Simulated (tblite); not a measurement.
C₇H₁₁FO₂.
Bonds: C1–O2, O2–C3, C3–C4, C4–O5 (double), C4–F6, C3–C7, C7–C8, C8–C9, C9–C10, C3–C10. Hydrogens: H11, H12, H13 on C1; H14, H15 on C7; H16, H17 on C8; H18, H19 on C9; H20, H21 on C10.

Computed with GFN2-xTB (tblite), gas phase: L-BFGS steps from a force-field or distance-geometry start until the largest atomic force falls under 0.01 eV/Å.

Step 2: E = -910.6943 eV
```
atom  x, y, z in Å  |  force x, y, z in eV/Å
C1      2.6359   -0.3349   -0.1968    0.065   0.069   0.166
O2      1.4438    0.0234   -0.8673   -0.104   0.415   0.274
C3      0.3344    0.3670   -0.0508   -0.154  -0.076   0.121
C4      0.5823    1.5004    0.9585    0.451  -0.063  -0.184
O5      1.5233    2.2042    1.0887   -0.030  -0.183  -0.195
F6     -0.4637    1.7160    1.8333    0.041  -0.467  -0.524
C7     -0.2191   -0.8916    0.6804   -0.326   0.084  -0.034
C8     -1.7293   -0.8499    0.4522    0.040  -0.019  -0.088
C9     -1.8501   -0.2980   -0.9635    0.061   0.005   0.113
C10    -0.8133    0.8264   -0.9970   -0.203  -0.101   0.029
H11     3.3090   -0.7988   -0.9209   -0.240   0.089  -0.086
H12     2.4485   -1.0529    0.6102    0.003   0.058  -0.028
H13     3.1214    0.5558    0.2106    0.052  -0.045   0.081
H14     0.1934   -1.7937    0.2196    0.063   0.212  -0.038
H15     0.0161   -0.8976    1.7353    0.153  -0.006   0.284
H16    -2.2017   -0.1793    1.1715    0.009   0.014  -0.061
H17    -2.1775   -1.8329    0.5467   -0.069  -0.130   0.068
H18    -1.5931   -1.0686   -1.6929   -0.003   0.036   0.065
H19    -2.8464    0.0724   -1.1754   -0.136   0.023  -0.083
H20    -1.2642    1.7486   -0.6351    0.033   0.076   0.084
H21    -0.4588    1.0009   -2.0078    0.296   0.008   0.033
```

Step 3: E = -910.7198 eV
```
atom  x, y, z in Å  |  force x, y, z in eV/Å
C1      2.6361   -0.3334   -0.1944    0.032   0.071   0.121
O2      1.4433    0.0311   -0.8605   -0.094   0.322   0.121
C3      0.3306    0.3663   -0.0492   -0.065  -0.061   0.105
C4      0.5886    1.4955    0.9533    0.363   0.071  -0.078
O5      1.5264    2.2040    1.0858   -0.100  -0.265  -0.210
F6     -0.4640    1.7075    1.8243    0.074  -0.417  -0.478
C7     -0.2243   -0.8911    0.6817   -0.129   0.070   0.076
C8     -1.7298   -0.8507    0.4512   -0.052  -0.053  -0.020
C9     -1.8503   -0.2979   -0.9622   -0.045   0.007   0.033
C10    -0.8169    0.8255   -0.9974   -0.077  -0.033   0.038
H11     3.3049   -0.7973   -0.9226   -0.239   0.094  -0.079
H12     2.4486   -1.0516    0.6095   -0.003   0.017   0.019
H13     3.1221    0.5549    0.2119    0.097  -0.004   0.111
H14     0.1944   -1.7893    0.2190    0.047   0.188  -0.032
H15     0.0188   -0.8977    1.7396    0.089  -0.006   0.145
H16    -2.2011   -0.1794    1.1699   -0.014   0.019  -0.046
H17    -2.1783   -1.8347    0.5479   -0.061  -0.093   0.055
H18    -1.5931   -1.0677   -1.6914    0.002   0.018   0.044
H19    -2.8481    0.0726   -1.1767   -0.090  -0.002  -0.061
H20    -1.2634    1.7496   -0.6335    0.019   0.062   0.063
H21    -0.4534    1.0009   -2.0065    0.246  -0.004   0.073
```

Step 4: E = -910.7656 eV
```
atom  x, y, z in Å  |  force x, y, z in eV/Å
C1      2.6355   -0.3271   -0.1861   -0.080   0.090  -0.004
O2      1.4408    0.0588   -0.8410    0.029  -0.018  -0.280
C3      0.3197    0.3638   -0.0426    0.156  -0.010   0.009
C4      0.6088    1.4815    0.9374   -0.071   0.207   0.096
O5      1.5367    2.1991    1.0726   -0.057  -0.266  -0.172
F6     -0.4626    1.6741    1.7881    0.063  -0.160  -0.169
C7     -0.2367   -0.8892    0.6916    0.208   0.038   0.048
C8     -1.7359   -0.8554    0.4500   -0.079  -0.020   0.078
C9     -1.8556   -0.2976   -0.9602   -0.069  -0.006  -0.048
C10    -0.8258    0.8248   -0.9977    0.168   0.050   0.127
H11     3.2872   -0.7906   -0.9294   -0.203   0.097  -0.060
H12     2.4484   -1.0486    0.6091   -0.027  -0.059   0.107
H13     3.1277    0.5532    0.2193    0.188   0.068   0.164
H14     0.1981   -1.7725    0.2164    0.009   0.083   0.003
H15     0.0269   -0.8981    1.7510   -0.059  -0.005  -0.043
H16    -2.2001   -0.1793    1.1642   -0.118   0.043   0.037
H17    -2.1818   -1.8407    0.5523   -0.071  -0.057   0.025
H18    -1.5931   -1.0650   -1.6865    0.002  -0.039  -0.031
H19    -2.8531    0.0721   -1.1814   -0.073  -0.024  -0.026
H20    -1.2607    1.7534   -0.6281   -0.014   0.018  -0.005
H21    -0.4333    1.0004   -1.9996    0.099  -0.030   0.144
```

Q: Estimate the geometry and energy of step 5. (The exact step hangs on the optimiser's Hessian estimate; all steps are aligned on step 4, rigid shifts and turns removed.)

A: E = -910.7742 eV, largest force 0.247 eV/Å
```
atom  x, y, z in Å  |  force x, y, z in eV/Å
C1      2.6344   -0.3245   -0.1844   -0.073   0.085  -0.005
O2      1.4407    0.0640   -0.8412    0.059  -0.068  -0.230
C3      0.3198    0.3631   -0.0411    0.147   0.018  -0.050
C4      0.6105    1.4806    0.9353   -0.121   0.079   0.021
O5      1.5392    2.1953    1.0677    0.021  -0.153  -0.118
F6     -0.4616    1.6652    1.7786    0.000  -0.069  -0.041
C7     -0.2366   -0.8881    0.6934    0.167   0.033   0.041
C8     -1.7377   -0.8564    0.4507   -0.047  -0.015   0.077
C9     -1.8570   -0.2976   -0.9601   -0.052   0.007  -0.036
C10    -0.8253    0.8251   -0.9957    0.140   0.036   0.105
H11     3.2807   -0.7879   -0.9316   -0.166   0.088  -0.053
H12     2.4480   -1.0488    0.6105   -0.033  -0.023   0.067
H13     3.1315    0.5538    0.2232    0.152   0.033   0.137
H14     0.1990   -1.7681    0.2160    0.017   0.032  -0.002
H15     0.0278   -0.8982    1.7531   -0.070  -0.003  -0.062
H16    -2.2018   -0.1786    1.1637   -0.119   0.028   0.037
H17    -2.1837   -1.8429    0.5536   -0.050  -0.017   0.021
H18    -1.5931   -1.0651   -1.6861   -0.001  -0.034  -0.032
H19    -2.8555    0.0718   -1.1828   -0.035  -0.032  -0.015
H20    -1.2603    1.7545   -0.6271   -0.008   0.004  -0.012
H21    -0.4278    0.9999   -1.9962    0.072  -0.030   0.150
```

The energy changes by -0.0086 eV. The first-order estimate −F·Δx gives -0.0107 eV and the mean of the old and new forces, exact on a quadratic surface, -0.0086 eV. The step makes an angle of 52° with the force vector and moves no atom by more than 0.013 Å.

The cost below is that of the whole relaxation. Hardware: one thread, Arm Neoverse N1 (aarch64) (shared host). Cost: 0.7 s wall.
